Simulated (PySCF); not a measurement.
Numbering as in the mapped SMILES `[F:1][C:2]([F:3])([F:4])[C@@H:5]([Cl:6])[CH:7]([Cl:8])[Cl:9]`. Hydrogens are named by the atom that carries them.

- GIAO PBE0/pcSseg-1 shieldings
- GFN2-xTB structure
- program: PySCF 2.14
- rapidly exchanging positions averaged, non-relativistic Hamiltonian, single conformer, in vacuum

**Question.** List the cross peaks expected in HSQC, COSY and HMBC spectra.

**Answer.** 

HSQC (one-bond C–H):
```
          δH         δC
6.39 (H(C7))  85.2 (C7)
4.50 (H(C5))  73.8 (C5)
```

COSY cross peaks (H two or three bonds apart, from the bond graph; peaks can be absent where the dihedral angle is near 90°):
```
          δH            δH
6.39 (H(C7))  4.50 (H(C5))
```

HMBC (two and three bonds, from the bond graph):
```
          δH                     δC
6.39 (H(C7))  131.1 (C2), 73.8 (C5)
4.50 (H(C5))  131.1 (C2), 85.2 (C7)
```

Shifts are taken against calculated references (same method and geometry level): ¹H (31.72 ppm), ¹³C (186.93 ppm) vs TMS.

Carbons that carry Cl, above all several Cl atoms, come out too deshielded, partly because spin–orbit coupling is missing. Shifts are as computed. Against solution values, carbons near 30 ppm lie about +3 ppm off and those near 130 ppm about +5 ppm; carbons on Cl a further +6 ppm. Of 1313 compounds with measured shifts, 239 miss one by over three times the rms of a fit or turn the order of signals round; such compounds aren't used in these exercises.
